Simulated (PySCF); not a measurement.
# Peak assignment

Bonds (- single, = double, # triple, : aromatic): C1=N2, N2-Si3, Si3-C4, C4-C5, C4-C6. C1 carries H7, H8; Si3 carries H9, H10; C4 carries H11; C5 carries H12, H13, H14; C6 carries H15, H16, H17. H7 is cis to Si3; H8 is trans to Si3.

How the numbers were obtained: GFN2-xTB structure, σ from GIAO-PBE0/pcSseg-1, in PySCF (gas phase, fast rotation and ring inversion assumed for equivalent nuclei, one computed conformer, non-relativistic Hamiltonian).

Referencing at the same level of theory: 13C (σ = 186.93 ppm) and 1H (σ = 31.72 ppm) vs TMS.

Question: Assign these signals to the numbered atoms. 13C{1H} NMR (computed): δ 171.0, 20.6, 19.9.

Answer: 
| δ (ppm) | atoms | environment | reason |
| --- | --- | --- | --- |
| 171.0 | C1 | C=N carbon | – |
| 20.6 | C5/C6 | methyl carbon | a saturated carbon with 1 carbon neighbour and no heteroatom attached |
| 19.9 | C4 | sp3 CH bonded to Si | – |

C5/C6 and C4 lie closer than the usual error of such a calculation, so a measured spectrum could show them in the other order.

Question: Assign these signals to the numbered atoms. 1H NMR (500 MHz, computed): δ 8.75 (m, 1H), 8.70 (m, 1H), 4.88 (d, 2H), 1.24 (d, 6H), 0.94 (m, 1H).

Answer: 
| δ (ppm) | atoms | environment | reason |
| --- | --- | --- | --- |
| 8.75 | H7 | hydrogen on a C=N carbon | – |
| 8.70 | H8 | hydrogen on a C=N carbon | – |
| 4.88 | H9/H10 | hydrogen on a silicon bonded to C, N | – |
| 1.24 | H12/H13/H14/H15/H16/H17 | hydrogen on a methyl carbon | – |
| 0.94 | H11 | hydrogen on an sp3 CH bonded to Si | – |

H7 and H8 lie closer than the usual error of such a calculation, so a measured spectrum could show them in the other order.

Shifts are as computed. Against solution values, carbons near 30 ppm lie about +3 ppm off and those near 130 ppm about +5 ppm. Of 1309 compounds with measured shifts, 239 miss one by over three times the rms of a fit or turn the order of signals round; such compounds aren't used in these exercises. No couplings were computed; multiplicities are counted from neighbouring protons, with m where these are inequivalent, close in shift, in a saturated or five-membered ring or joined by F or P, and br s for small geminal =CH2 splittings.
